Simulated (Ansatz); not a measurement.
CoCl₂ was relaxed with PBE0-D4 (def2-TZVP) in Ansatz in these states: charge +1 quintet, neutral quartet. The geometries follow in no particular order.

A:

```xyz
3

Co    0.0000   -0.0001    0.0000
Cl   -1.8491   -0.5828    0.7775
Cl    1.8491    0.5828   -0.7774
```

B:

Cartesian coordinates in Å:
```
Co 0.0000 0.0000 0.0000
Cl -0.3970 -1.7617 0.9399
Cl 0.3971 1.7617 -0.9400
```

Q: Judge from the bond lengths which geometry belongs to which state (an estimate).

A: A is the neutral quartet (Co1–Cl2 2.089 Å, Co1–Cl3 2.089 Å); B is the charge +1 quintet (Co1–Cl2 2.036 Å, Co1–Cl3 2.036 Å).
